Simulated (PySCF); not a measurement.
Ge(H)(OH)2(NH2) (GeH5NO2), SMILES [GeH]([OH])([NH2])[OH].

Geometry: TPSSh-D3(BJ)/def2-SVP. This is a generated structure with no PubChem entry under its InChIKey; it may be hypothetical. Other conformers were not sampled.

Method: PBE/def2-TZVP (PySCF).

The molecule is in vacuum.

```yaml
total_energy: -2284.83059 hartree
highest_occupied_level: -6.30 eV
lowest_empty_level: -0.47 eV
orbital_gap: 5.83 eV
dipole_moment: 1.66 D
quadrupole, principal values (traceless, Buckingham form, about the centre of nuclear charge): -4.97, 0.87, 4.09 D·Å
mean_static_polarisability: 45.0 bohr³ (6.66 Å³)
polarisability_principal_values: 42.5, 44.1, 48.4 bohr³
```
